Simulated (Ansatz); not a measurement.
Species: CH2S, charge 0, singlet. CH2S (SMILES C=S).
B3LYP-D3(BJ)/def2-TZVP minimum from Ansatz (a quantum-chemistry and plane-wave program):
```
C
H 1 1.0888
H 1 1.0888 2 115.51
S 1 1.6055 2 122.25 3 -180.00
```

Total energies in cc-pV(Q+d)Z, 12 correlated electrons, 6 frozen orbitals. Radicals and triplets start from unrestricted determinants; spin-orbit coupling is neglected. Correlated methods leave the cores frozen. No relativity. The restricted determinant of CH2S (C=S, singlet) is unstable towards broken spin symmetry in at least one set run.

```
method    program  energy (Eh)  minus CCSDT(Q) (mEh)
--------  -------  -----------  --------------------
HF         Ansatz   -436.56510                402.97
MP2        Ansatz   -436.92460                 43.47
CCSD       Ansatz   -436.94574                 22.33
CCSD(T)    Ansatz   -436.96612                  1.95
UCCSD(T)   Ansatz   -436.96513                  2.93
CCSDT(Q)   Ansatz   -436.96807                  0.00
```

Rough core times of Ansatz's runs on a shared machine: CCSD(T) 20 s, UCCSD(T) 80 s, CCSDT(Q) 20 min.
